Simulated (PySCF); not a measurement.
**How methods differ on the ionisation energy of Yb⁶⁷⁺**

Yb⁶⁷⁺ [He] 2s1 (2S) → Yb⁶⁸⁺ 1s2 (1S), as a difference of total energies. All numbers are calculated (PySCF 2.14, the non-relativistic Hamiltonian (point nucleus), in an even-tempered Gaussian basis (17 s from 46 bohr⁻², ratio 2.2; 8 p from 69 bohr⁻², ratio 2.4; 5 d from 210 bohr⁻², ratio 2.4; 5 f from 310 bohr⁻², ratio 2.4; 4 g from 470 bohr⁻², ratio 2.4)). Correlated levels: nothing frozen; virtual orbitals above 40 to 60 times the deepest correlated orbital energy dropped. The calculations carry no spin-orbit coupling.

| method | ionisation energy (eV) |
| --- | --- |
| UHF | 15915.8 |
| LDA | 15906.6 |
| PBE | 15921.6 |
| PBE0 | 15920.2 |
| r2SCAN | 15911.8 |
| M06 | 15909.0 |
| B2PLYP | 15918.9 |
| MP2 (all electrons) | 15916.0 |
| SCS-MP2 (all electrons) | 15916.0 |

The gap to the reference is mostly relativistic.

For comparison: 17365.44 ± 0.15 eV (theoretical estimate listed by NIST; NIST Atomic Spectra Database, ionization energies).
